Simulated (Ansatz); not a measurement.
Breaking a bond: NaN, lowest singlet found (which spin is the ground state isn't settled by this scan).

- RCCSD(T) = CCSD(T) on RHF/aug-cc-pVDZ, frozen core (Ansatz, a quantum-chemistry and plane-wave program)
- RKS-BLYP = restricted BLYP/aug-cc-pVDZ run with Ansatz
- UCCSD = CCSD on UHF/aug-cc-pVDZ, frozen core in Ansatz

Energies are in kJ/mol, each relative to the lowest point of its own curve between 2.16 and 2.82 Å, where full CI is lowest.

| R / Å | RCCSD(T) | RKS-BLYP | UCCSD |
|---|---|---|---|
| 2.16 | ___ | 1.6 | 3.6 |
| 2.26 | 0.0 | 0.0 | 0.0 |
| 2.31 | 0.9 | 1.1 | 0.3 |
| 2.40 | 5.2 | 5.5 | ___ |
| 2.48 | 11.0 | 11.1 | ___ |
| 2.58 | 20.0 | 19.6 | 14.3 |
| 2.68 | 30.3 | 29.2 | 22.5 |
| 2.82 | 45.7 | 43.4 | 34.6 |
| 3.00 | 66.1 | 62.0 | 49.9 |
| 3.18 | 85.7 | 79.9 | 63.4 |
| 3.43 | 110.3 | 102.8 | ___ |
| 3.82 | 138.1 | 132.8 | ___ |
| 4.22 | 142.4 | 156.6 | 93.9 |
| 4.63 | — | 174.8 | 95.7 |
| 5.24 | — | 193.1 | 96.7 |
| 5.88 | — | ___ | 97.1 |
| 6.86 | — | 214.9 | 97.3 |

Problem. Complete the blanks.

Solution. 
- 2.16, RCCSD(T): 2.3
- 2.40, UCCSD: 3.3
- 2.48, UCCSD: 7.2
- 3.43, UCCSD: 77.5
- 3.82, UCCSD: 89.2
- 5.88, RKS-BLYP: 204.8

A dash means that the run gave no value there, or that the column was ended at a point which the program doubted or which failed a test of continuity chosen for this set; such a test can also cut sound points.

The scan ran from 1.70 to 8.08 Å; beyond the distances shown full CI changes its symmetry label. The T1 diagnostic of CCSD on the restricted reference of RCCSD(T) exceeds 0.045 at 3.18 to 6.86 Å. The restricted form behind RKS-BLYP keeps the bonding electrons paired and can't separate into open-shell fragments. The unrestricted solution behind UCCSD changes between 2.40 and 2.48 Å, which can leave a kink. The unrestricted determinant behind UCCSD is spin-contaminated at 2.16 to 6.86 Å (<S²> up to 2.0, against 0.00 for a pure singlet).
